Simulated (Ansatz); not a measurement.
Input for Ansatz (a quantum-chemistry and plane-wave program): R-B3LYP-D3(BJ)/def2-TZVP on F2Ge (SMILES [F][Ge][F]), 2S+1 = 1, a spin state set in the input, which need not be the lowest.

Ansatz 0.2 input:
```yaml
crystal:
  periodic: [false, false, false]
  atoms:
    - {symbol: F, position_ang: [-1.32091386, -0.40798740, -0.00000000]}
    - {symbol: Ge, position_ang: [-0.00074224, 0.81354699, -0.00000000]}
    - {symbol: F, position_ang: [1.32165610, -0.40555959, -0.00000000]}
basis:
  gaussian:
    orbitals: def2-TZVP
hamiltonian:
  xc: b3lyp
  dispersion: d3bj
relax: {f_tol: 0.003, max_steps: 120}
```

It printed:

```
WARN ansatz: RAYON_NUM_THREADS=2 ignored (pool sized by the plan → 2); use --threads N
Functional definition: B3LYP
integrals: 0.03 GiB planned
701 factors; their error is unknown
mean field: 0.32 GiB planned
mean field evaluation 1: about -61952.7097 eV, gradient 5.8e1 eV
mean field evaluation 2: about -61923.8697 eV, gradient 1.5e2 eV
mean field evaluation 4: about -61957.6242 eV, gradient 2.5e0 eV
mean field evaluation 8: about -61957.8633 eV, gradient 1.4e-2 eV
mean field -61957.86334260 eV, -2276.9094812925 hartree, gradient 5.2e-5 eV, S^2 0.000000; 0 other end points of the search recorded, 0 dependent functions left out
the calculation of the forces begins
reference -61957.86349679 eV, -2276.9094869587 hartree; 25, 25 occupied and 85, 85 virtual orbitals, 701 factors
relax step   1: F+E_penalty+E_count = -61957.91761176 eV  Δ(F+E_penalty+E_count) = +0.000e0 eV  max|allowed force component| = 1.495e0 eV/Å  Δτ_max = 0.0000 Å  (26 SCF iters, accepted)
these checks for a lower state are left out or cut short: starts, cluster_reference, orbital_swaps, neighbouring_geometries, increment
integrals: 0.03 GiB planned
701 factors; their error is unknown
mean field: 0.32 GiB planned
mean field evaluation 16: about -61957.6523 eV, gradient 2.9e0 eV
mean field -61957.89953351 eV, -2276.9108112838 hartree, gradient 1.1e-5 eV, S^2 0.000000; 0 other end points of the search recorded, 0 dependent functions left out
the calculation of the forces begins
reference -61957.89968678 eV, -2276.9108169164 hartree; 25, 25 occupied and 85, 85 virtual orbitals, 701 factors
relax step   2: F+E_penalty+E_count = -61957.95367506 eV  Δ(F+E_penalty+E_count) = -3.606e-2 eV  max|allowed force component| = 5.680e-1 eV/Å  Δτ_max = 0.0372 Å  (30 SCF iters, accepted)
these checks for a lower state are left out or cut short: starts, cluster_reference, orbital_swaps, neighbouring_geometries, increment
integrals: 0.03 GiB planned
701 factors; their error is unknown
mean field: 0.32 GiB planned
mean field -61957.90925326 eV, -2276.9111684782 hartree, gradient 2.6e-5 eV, S^2 0.000000; 0 other end points of the search recorded, 0 dependent functions left out
the calculation of the forces begins
reference -61957.90940637 eV, -2276.9111741048 hartree; 25, 25 occupied and 85, 85 virtual orbitals, 701 factors
relax step   3: F+E_penalty+E_count = -61957.96353004 eV  Δ(F+E_penalty+E_count) = -9.855e-3 eV  max|allowed force component| = 2.014e-2 eV/Å  Δτ_max = 0.0186 Å  (29 SCF iters, accepted)
these checks for a lower state are left out or cut short: starts, cluster_reference, orbital_swaps, neighbouring_geometries, increment
integrals: 0.03 GiB planned
701 factors; their error is unknown
mean field: 0.32 GiB planned
mean field evaluation 32: about -61957.6782 eV, gradient 2.5e-1 eV
mean field -61957.90934101 eV, -2276.9111717026 hartree, gradient 2.6e-5 eV, S^2 0.000000; 0 other end points of the search recorded, 0 dependent functions left out
the calculation of the forces begins
reference -61957.90949415 eV, -2276.9111773307 hartree; 25, 25 occupied and 85, 85 virtual orbitals, 701 factors
relax step   4: F+E_penalty+E_count = -61957.96363812 eV  Δ(F+E_penalty+E_count) = -1.081e-4 eV  max|allowed force component| = 8.311e-3 eV/Å  Δτ_max = 0.0033 Å  (30 SCF iters, accepted)
these checks for a lower state are left out or cut short: starts, cluster_reference, orbital_swaps, neighbouring_geometries, increment
integrals: 0.03 GiB planned
701 factors; their error is unknown
mean field: 0.32 GiB planned
mean field -61957.90934159 eV, -2276.9111717240 hartree, gradient 5.0e-5 eV, S^2 0.000000; 0 other end points of the search recorded, 0 dependent functions left out
the calculation of the forces begins
reference -61957.90949475 eV, -2276.9111773527 hartree; 25, 25 occupied and 85, 85 virtual orbitals, 701 factors
relax step   5: F+E_penalty+E_count = -61957.96364347 eV  Δ(F+E_penalty+E_count) = -5.358e-6 eV  max|allowed force component| = 4.849e-5 eV/Å  Δτ_max = 0.0008 Å  (20 SCF iters, accepted)
integrals: 0.03 GiB planned
701 factors; their error is unknown
mean field: 0.32 GiB planned
mean field -61957.90934159 eV, -2276.9111717240 hartree, gradient 5.0e-5 eV, S^2 0.000000; 1 other end points of the search recorded, 0 dependent functions left out
the calculation of the forces begins
reference -61957.90949475 eV, -2276.9111773527 hartree; 25, 25 occupied and 85, 85 virtual orbitals, 701 factors
Total energy: -61957.96379664 eV, -2276.9131729102 hartree
Atom 0 at    -1.320844    -0.387948    -0.000000 Å, force    -0.000048    -0.000023    -0.000000 eV/Å
Atom 1 at    -0.000710     0.773472     0.000000 Å, force    -0.000000     0.000047     0.000000 eV/Å
Atom 2 at     1.321554    -0.385524    -0.000000 Å, force     0.000048    -0.000023    -0.000000 eV/Å
Dipole moment:    -0.000505     0.550046    -0.000000 e Å
```

The calculation finished and met its thresholds.

Cost: around 10 core-seconds (rough).
